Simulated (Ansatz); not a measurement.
CH₈N₃Nb, SMILES `[CH3][Nb](=[NH])([NH2])[NH2]`. Charge 0, multiplicity 1. Correlated methods include outer-core shells of Nb, which these sets cover unevenly. Nb: def2 effective core potential.

```csv
atom,x (Å),y (Å),z (Å)
C1,1.123,-1.415,0.432
Nb2,-0.067,0.341,-0.055
N3,1.024,1.701,0.053
N4,-0.674,0.151,-1.933
N5,-1.464,0.525,1.340
H6,0.499,-2.317,0.385
H7,1.951,-1.540,-0.271
H8,1.539,-1.344,1.441
H9,1.692,2.451,0.129
H10,-1.412,-0.475,-2.226
H11,-0.390,0.721,-2.716
H12,-1.533,1.262,2.025
H13,-2.287,-0.061,1.395
```

(1) Give the diagnostics of a CCSD(T)/def2-TZVPP run (frozen core, Ansatz). (Best estimate.)

Results:

(1) The calculation gave: T1 = 0.0201, largest single amplitude 0.062, largest double 0.027, (T) share of the correlation energy 5.0 %, 12 CCSD cycles. The RHF solution is stable towards an unrestricted one. T1 lies over the customary mark of 0.02 for closed shells; compounds of d metals often pass it without a breakdown.
